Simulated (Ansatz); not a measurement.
Ansatz (a quantum-chemistry and plane-wave program) input (HF/6-31G*):

Ansatz 0.2 input:
```yaml
crystal:
  periodic: [false, false, false]
  atoms:
    - {symbol: H, position_ang: [-0.00000000, -0.00000000, -1.37173912]}
    - {symbol: O, position_ang: [-0.00000000, -0.00000000, -0.39122399]}
    - {symbol: C, position_ang: [0.00000000, 0.00000000, 0.75025517]}
basis:
  gaussian:
    orbitals: 6-31G*
hamiltonian:
  xc: {name: HF}
total_charge: 1
phonons: {temperatures: {t_min: 298.15, t_max: 298.15, t_step: 100}}
```

Output:

```
Functional definition: HF
integrals: 0.00 GiB planned
328 factors; integrals over basis functions are off by at most 2.5e-4 eV
mean field: 0.05 GiB planned
mean field evaluation 1: about -3068.9805 eV, gradient 4.7e1 eV
mean field evaluation 2: about -3068.9805 eV, gradient 4.7e1 eV
mean field evaluation 4: about -3072.5387 eV, gradient 2.5e0 eV
mean field evaluation 8: about -3072.5571 eV, gradient 4.2e-5 eV
mean field -3072.55712944 eV, -112.9143918527 hartree, gradient 5.4e-5 eV, S^2 0.000000; 0 other end points of the search recorded, 0 dependent functions left out
the calculation of the forces begins
reference -3072.55712944 eV, -112.9143918527 hartree; 7, 7 occupied and 25, 25 virtual orbitals, 328 factors
these checks for a lower state are left out or cut short: stability, starts, cluster_reference, orbital_swaps, neighbouring_geometries, increment
integrals: 0.00 GiB planned
328 factors; integrals over basis functions are off by at most 2.5e-4 eV
mean field: 0.05 GiB planned
mean field evaluation 16: about -3072.5571 eV, gradient 2.9e-6 eV
mean field -3072.55712928 eV, -112.9143918469 hartree, gradient 2.9e-6 eV, S^2 0.000000; 0 other end points of the search recorded, 0 dependent functions left out
the calculation of the forces begins
reference -3072.55712928 eV, -112.9143918469 hartree; 7, 7 occupied and 25, 25 virtual orbitals, 328 factors
these checks for a lower state are left out or cut short: stability, starts, cluster_reference, orbital_swaps, neighbouring_geometries, increment
integrals: 0.00 GiB planned
328 factors; integrals over basis functions are off by at most 2.5e-4 eV
mean field: 0.05 GiB planned
mean field -3072.55712928 eV, -112.9143918469 hartree, gradient 2.9e-6 eV, S^2 0.000000; 0 other end points of the search recorded, 0 dependent functions left out
the calculation of the forces begins
reference -3072.55712928 eV, -112.9143918469 hartree; 7, 7 occupied and 25, 25 virtual orbitals, 328 factors
these checks for a lower state are left out or cut short: stability, starts, cluster_reference, orbital_swaps, neighbouring_geometries, increment
integrals: 0.00 GiB planned
328 factors; integrals over basis functions are off by at most 2.5e-4 eV
mean field: 0.05 GiB planned
mean field -3072.55712928 eV, -112.9143918469 hartree, gradient 2.9e-6 eV, S^2 0.000000; 0 other end points of the search recorded, 0 dependent functions left out
the calculation of the forces begins
reference -3072.55712928 eV, -112.9143918469 hartree; 7, 7 occupied and 25, 25 virtual orbitals, 328 factors
these checks for a lower state are left out or cut short: stability, starts, cluster_reference, orbital_swaps, neighbouring_geometries, increment
integrals: 0.00 GiB planned
328 factors; integrals over basis functions are off by at most 2.5e-4 eV
mean field: 0.05 GiB planned
mean field evaluation 32: about -3072.5568 eV, gradient 7.7e-2 eV
mean field -3072.55712928 eV, -112.9143918469 hartree, gradient 2.9e-6 eV, S^2 0.000000; 0 other end points of the search recorded, 0 dependent functions left out
the calculation of the forces begins
reference -3072.55712928 eV, -112.9143918469 hartree; 7, 7 occupied and 25, 25 virtual orbitals, 328 factors
these checks for a lower state are left out or cut short: stability, starts, cluster_reference, orbital_swaps, neighbouring_geometries, increment
integrals: 0.00 GiB planned
328 factors; integrals over basis functions are off by at most 2.5e-4 eV
mean field: 0.05 GiB planned
mean field -3072.55698337 eV, -112.9143864850 hartree, gradient 7.9e-6 eV, S^2 0.000000; 0 other end points of the search recorded, 0 dependent functions left out
the calculation of the forces begins
reference -3072.55698337 eV, -112.9143864850 hartree; 7, 7 occupied and 25, 25 virtual orbitals, 328 factors
these checks for a lower state are left out or cut short: stability, starts, cluster_reference, orbital_swaps, neighbouring_geometries, increment
integrals: 0.00 GiB planned
328 factors; integrals over basis functions are off by at most 2.6e-4 eV
mean field: 0.05 GiB planned
mean field -3072.55698479 eV, -112.9143865370 hartree, gradient 7.9e-6 eV, S^2 0.000000; 0 other end points of the search recorded, 0 dependent functions left out
the calculation of the forces begins
reference -3072.55698479 eV, -112.9143865370 hartree; 7, 7 occupied and 25, 25 virtual orbitals, 328 factors
these checks for a lower state are left out or cut short: stability, starts, cluster_reference, orbital_swaps, neighbouring_geometries, increment
integrals: 0.00 GiB planned
328 factors; integrals over basis functions are off by at most 2.5e-4 eV
mean field: 0.05 GiB planned
mean field -3072.55712889 eV, -112.9143918326 hartree, gradient 7.9e-6 eV, S^2 0.000000; 0 other end points of the search recorded, 0 dependent functions left out
the calculation of the forces begins
reference -3072.55712889 eV, -112.9143918326 hartree; 7, 7 occupied and 25, 25 virtual orbitals, 328 factors
these checks for a lower state are left out or cut short: stability, starts, cluster_reference, orbital_swaps, neighbouring_geometries, increment
integrals: 0.00 GiB planned
328 factors; integrals over basis functions are off by at most 2.5e-4 eV
mean field: 0.05 GiB planned
mean field -3072.55712889 eV, -112.9143918326 hartree, gradient 7.9e-6 eV, S^2 0.000000; 0 other end points of the search recorded, 0 dependent functions left out
the calculation of the forces begins
reference -3072.55712889 eV, -112.9143918326 hartree; 7, 7 occupied and 25, 25 virtual orbitals, 328 factors
these checks for a lower state are left out or cut short: stability, starts, cluster_reference, orbital_swaps, neighbouring_geometries, increment
integrals: 0.00 GiB planned
328 factors; integrals over basis functions are off by at most 2.5e-4 eV
mean field: 0.05 GiB planned
mean field evaluation 64: about -3072.5568 eV, gradient 1.1e-4 eV
mean field -3072.55712889 eV, -112.9143918326 hartree, gradient 7.9e-6 eV, S^2 0.000000; 0 other end points of the search recorded, 0 dependent functions left out
the calculation of the forces begins
reference -3072.55712889 eV, -112.9143918326 hartree; 7, 7 occupied and 25, 25 virtual orbitals, 328 factors
these checks for a lower state are left out or cut short: stability, starts, cluster_reference, orbital_swaps, neighbouring_geometries, increment
integrals: 0.00 GiB planned
328 factors; integrals over basis functions are off by at most 2.5e-4 eV
mean field: 0.05 GiB planned
mean field -3072.55712889 eV, -112.9143918326 hartree, gradient 7.9e-6 eV, S^2 0.000000; 0 other end points of the search recorded, 0 dependent functions left out
the calculation of the forces begins
reference -3072.55712889 eV, -112.9143918326 hartree; 7, 7 occupied and 25, 25 virtual orbitals, 328 factors
these checks for a lower state are left out or cut short: stability, starts, cluster_reference, orbital_swaps, neighbouring_geometries, increment
integrals: 0.00 GiB planned
328 factors; integrals over basis functions are off by at most 2.6e-4 eV
mean field: 0.05 GiB planned
mean field -3072.55660077 eV, -112.9143724247 hartree, gradient 8.0e-6 eV, S^2 0.000000; 0 other end points of the search recorded, 0 dependent functions left out
the calculation of the forces begins
reference -3072.55660077 eV, -112.9143724247 hartree; 7, 7 occupied and 25, 25 virtual orbitals, 328 factors
these checks for a lower state are left out or cut short: stability, starts, cluster_reference, orbital_swaps, neighbouring_geometries, increment
integrals: 0.00 GiB planned
328 factors; integrals over basis functions are off by at most 2.5e-4 eV
mean field: 0.05 GiB planned
mean field -3072.55660335 eV, -112.9143725195 hartree, gradient 7.9e-6 eV, S^2 0.000000; 0 other end points of the search recorded, 0 dependent functions left out
the calculation of the forces begins
reference -3072.55660335 eV, -112.9143725195 hartree; 7, 7 occupied and 25, 25 virtual orbitals, 328 factors
these checks for a lower state are left out or cut short: stability, starts, cluster_reference, orbital_swaps, neighbouring_geometries, increment
integrals: 0.00 GiB planned
328 factors; integrals over basis functions are off by at most 2.5e-4 eV
mean field: 0.05 GiB planned
mean field -3072.55712932 eV, -112.9143918484 hartree, gradient 8.0e-6 eV, S^2 0.000000; 0 other end points of the search recorded, 0 dependent functions left out
the calculation of the forces begins
reference -3072.55712932 eV, -112.9143918484 hartree; 7, 7 occupied and 25, 25 virtual orbitals, 328 factors
these checks for a lower state are left out or cut short: stability, starts, cluster_reference, orbital_swaps, neighbouring_geometries, increment
integrals: 0.00 GiB planned
328 factors; integrals over basis functions are off by at most 2.5e-4 eV
mean field: 0.05 GiB planned
mean field evaluation 96: about -3072.5571 eV, gradient 9.8e-7 eV
mean field -3072.55712932 eV, -112.9143918484 hartree, gradient 8.0e-6 eV, S^2 0.000000; 0 other end points of the search recorded, 0 dependent functions left out
the calculation of the forces begins
reference -3072.55712932 eV, -112.9143918484 hartree; 7, 7 occupied and 25, 25 virtual orbitals, 328 factors
these checks for a lower state are left out or cut short: stability, starts, cluster_reference, orbital_swaps, neighbouring_geometries, increment
integrals: 0.00 GiB planned
328 factors; integrals over basis functions are off by at most 2.5e-4 eV
mean field: 0.05 GiB planned
mean field -3072.55712932 eV, -112.9143918484 hartree, gradient 8.0e-6 eV, S^2 0.000000; 0 other end points of the search recorded, 0 dependent functions left out
the calculation of the forces begins
reference -3072.55712932 eV, -112.9143918484 hartree; 7, 7 occupied and 25, 25 virtual orbitals, 328 factors
these checks for a lower state are left out or cut short: stability, starts, cluster_reference, orbital_swaps, neighbouring_geometries, increment
integrals: 0.00 GiB planned
328 factors; integrals over basis functions are off by at most 2.5e-4 eV
mean field: 0.05 GiB planned
mean field -3072.55712932 eV, -112.9143918484 hartree, gradient 8.0e-6 eV, S^2 0.000000; 0 other end points of the search recorded, 0 dependent functions left out
the calculation of the forces begins
reference -3072.55712932 eV, -112.9143918484 hartree; 7, 7 occupied and 25, 25 virtual orbitals, 328 factors
these checks for a lower state are left out or cut short: stability, starts, cluster_reference, orbital_swaps, neighbouring_geometries, increment
integrals: 0.00 GiB planned
328 factors; integrals over basis functions are off by at most 2.5e-4 eV
mean field: 0.05 GiB planned
mean field -3072.55674946 eV, -112.9143778888 hartree, gradient 7.9e-6 eV, S^2 0.000000; 0 other end points of the search recorded, 0 dependent functions left out
the calculation of the forces begins
reference -3072.55674946 eV, -112.9143778888 hartree; 7, 7 occupied and 25, 25 virtual orbitals, 328 factors
these checks for a lower state are left out or cut short: stability, starts, cluster_reference, orbital_swaps, neighbouring_geometries, increment
integrals: 0.00 GiB planned
328 factors; integrals over basis functions are off by at most 2.5e-4 eV
mean field: 0.05 GiB planned
mean field -3072.55674547 eV, -112.9143777422 hartree, gradient 7.9e-6 eV, S^2 0.000000; 0 other end points of the search recorded, 0 dependent functions left out
the calculation of the forces begins
reference -3072.55674547 eV, -112.9143777422 hartree; 7, 7 occupied and 25, 25 virtual orbitals, 328 factors
Total energy: -3072.55712944 eV, -112.9143918527 hartree
Atom 0 at    -0.000000    -0.000000    -1.371739 Å, force     0.000000    -0.000000     0.000069 eV/Å
Atom 1 at    -0.000000    -0.000000    -0.391224 Å, force    -0.000000    -0.000000    -0.000013 eV/Å
Atom 2 at     0.000000     0.000000     0.750255 Å, force     0.000000     0.000000    -0.000056 eV/Å
Dipole moment:     0.000000    -0.000000    -0.491978 e Å
Vibrations: 132.43 132.43 2157.71 3678.13 cm⁻¹, zero-point energy 0.378195 eV
```

The blocks after the first are displaced geometries, from whose forces the wavenumbers follow.

The dipole moment of an ion depends on the origin.
